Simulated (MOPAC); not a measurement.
A run for MOPAC: PM7 on Cl2H2Si (SMILES Cl[SiH2]Cl), a point of a bond scan (R = 4.704 Å).

```
PM7 1SCF PRECISE CHARGE=0 THREADS=1
Cl2H2Si

Cl    -1.67606876 1     0.43374004 1    -0.00367205 1
Si    -0.01146751 1    -0.76596349 1     0.02370896 1
Cl     1.68829371 1     0.38281595 1    -0.02160291 1
H     -0.02771625 1    -3.24674237 1     4.02043846 1
H     -0.03073375 1    -1.61675610 1    -1.17493812 1
```

Program output:

```
*******************************************************************************
 **                                                                           **
 **                              MOPAC v23.2.5                                **
 **                                                                           **
 *******************************************************************************
 ** MOPAC's Digital Object Identifier: https://doi.org/10.5281/zenodo.6511958 **
 **                                                                           **
 ** Please cite the open-source release paper for use of this MOPAC version:  **
 ** J. E. Moussa and J. J. P. Stewart (2026)                                  **
 ** MOPAC: An open-source semiempirical molecular orbital program             **
 ** J. Open Source Softw., 11(119), 8025, https://doi.org/10.21105/joss.08025 **
 *******************************************************************************

                              PM7 CALCULATION RESULTS

 *******************************************************************************
 *  PM7        - The PM7 Hamiltonian to be used
 *
 *
 *
 *                 CHARGE ON SYSTEM = 0
 *
 *
 *
 *  PRECISE    - TIGHTER CRITERIA TO BE USED
 *  1SCF       - DO 1 SCF AND THEN STOP
 *  THREADS=1  - MULTI-THREADING NOT USED
 *  T=         - A TIME OF 172800.0 SECONDS REQUESTED
 *  DUMP=N     - RESTART FILE WRITTEN EVERY 7200.0 SECONDS REQUESTED
 *******************************************************************************
PM7 1SCF PRECISE CHARGE=0 THREADS=1
 Cl2H2Si

   ATOM   CHEMICAL          X               Y               Z
  NUMBER   SYMBOL      (ANGSTROMS)     (ANGSTROMS)     (ANGSTROMS)

     1      Cl         -1.67606876  *   0.43374004  *  -0.00367205  *
     2      Si         -0.01146751  *  -0.76596349  *   0.02370896  *
     3      Cl          1.68829371  *   0.38281595  *  -0.02160291  *
     4       H         -0.02771625  *  -3.24674237  *   4.02043846  *
     5       H         -0.03073375  *  -1.61675610  *  -1.17493812  *



          CARTESIAN COORDINATES

    NO.       ATOM           X           Y           Z

     1        Cl         -1.6761      0.4337     -0.0037
     2        Si         -0.0115     -0.7660      0.0237
     3        Cl          1.6883      0.3828     -0.0216
     4         H         -0.0277     -3.2467      4.0204
     5         H         -0.0307     -1.6168     -1.1749

 General Reference for PM7:
 "Optimization of Parameters for Semiempirical Methods VI: More Modifications to the
 NDDO Approximations and Re-optimization of Parameters", J. J. P. Stewart, J. Mol. Mod., 1:32, 19 (2013)
 https://link.springer.com/article/10.1007/s00894-012-1667-x

           Empirical Formula: H2 Cl2 Si  =     5 atoms



      MOLECULAR POINT GROUP   :   Cs


      RHF CALCULATION, NO. OF DOUBLY OCCUPIED LEVELS = 10



 ALL CONVERGERS ARE NOW FORCED ON
 SHIFT=10, PULAY ON, CAMP-KING ON
 AND ITERATION COUNTER RESET



 -------------------------------------------------------------------------------
 PM7 1SCF PRECISE CHARGE=0 THREADS=1
 Cl2H2Si



     1SCF WAS SPECIFIED, SO BFGS WAS NOT USED
     SCF FIELD WAS ACHIEVED


                              PM7 CALCULATION
                                                       MOPAC v23.2.5 Linux




          FINAL HEAT OF FORMATION =         96.08286 KCAL/MOL =     402.01069 KJ/MOL


          COSMO AREA              =        134.59 SQUARE ANGSTROMS
          COSMO VOLUME            =        113.72 CUBIC ANGSTROMS

          IONIZATION POTENTIAL    =          7.625285 EV
          HOMO LUMO ENERGIES (EV) =         -7.625 -4.488
          NO. OF FILLED LEVELS    =         10
          MOLECULAR WEIGHT        =        101.0073         POINT GROUP:  Cs

          MOLECULAR DIMENSIONS (Angstroms)

            Atom       Atom       Distance
            H     4   Cl     3     5.69706
           Cl     1   Cl     3     3.21473
           Cl     1    H     5     2.28128


          SCF CALCULATIONS        =          1





   ATOM   CHEMICAL          X               Y               Z
  NUMBER   SYMBOL      (ANGSTROMS)     (ANGSTROMS)     (ANGSTROMS)

     1      Cl         -1.67606876  *   0.43374004  *  -0.00367205  *
     2      Si         -0.01146751  *  -0.76596349  *   0.02370896  *
     3      Cl          1.68829371  *   0.38281595  *  -0.02160291  *
     4       H         -0.02771625  *  -3.24674237  *   4.02043846  *
     5       H         -0.03073375  *  -1.61675610  *  -1.17493812  *

                             CARTESIAN COORDINATES

   1   Cl       -1.676068760     0.433740040    -0.003672050
   2   Si       -0.011467510    -0.765963490     0.023708960
   3   Cl        1.688293710     0.382815950    -0.021602910
   4    H       -0.027716250    -3.246742370     4.020438460
   5    H       -0.030733750    -1.616756100    -1.174938120


           Empirical Formula: H2 Cl2 Si  =     5 atoms



      MOLECULAR POINT GROUP   :   Cs


                  EIGENVALUES
 -25.70457 -24.90675 -15.44070 -13.15931 -13.06749 -11.83480 -11.25440 -11.14382
 -10.93179  -7.62529  -4.48775   0.07015   0.99924   5.41509  20.52584  20.60855
  20.73129  20.91180  21.23503  70.48768  70.58157  70.91741  71.13348  71.14407
  71.36788  71.52377  71.55118  71.87981  71.90654


              NET ATOMIC CHARGES AND DIPOLE CONTRIBUTIONS

  ATOM NO.   TYPE          CHARGE      No. of ELECS.   s-Pop       p-Pop       d-Pop
    1         Cl          -0.238668        7.2387     1.97935     5.25764     0.00167
    2         Si           0.080969        3.9190     0.85407     2.91817     0.14679
    3         Cl          -0.238668        7.2387     1.97935     5.25764     0.00167
    4          H           0.333761        0.6662     0.66624
    5          H           0.062607        0.9374     0.93739
 DIPOLE           X         Y         Z       TOTAL
 POINT-CHG.    -0.072    -6.925     6.130     9.249
 HYBRID         0.017     0.921     0.554     1.075
 SUM           -0.055    -6.004     6.685     8.985


          ATOMIC ORBITAL ELECTRON POPULATIONS

     Atom    s        px        py        pz      x^2-y^2     xz        z^2       yz        xy
    1 Cl   1.97935   1.58803   1.73526   1.93436   0.00031   0.00016   0.00030   0.00009   0.00081
    2 Si   0.85407   0.62211   1.02322   1.27284   0.04423   0.02777   0.01331   0.03229   0.02919
    3 Cl   1.97935   1.57226   1.75153   1.93385   0.00033   0.00016   0.00030   0.00009   0.00079
    4  H   0.66624
    5  H   0.93739

 **********************
 *                    *
 * JOB ENDED NORMALLY *
 *                    *
 **********************




 == MOPAC DONE ==
```

The run finished.

Cost: roughly 0.25 core-seconds.
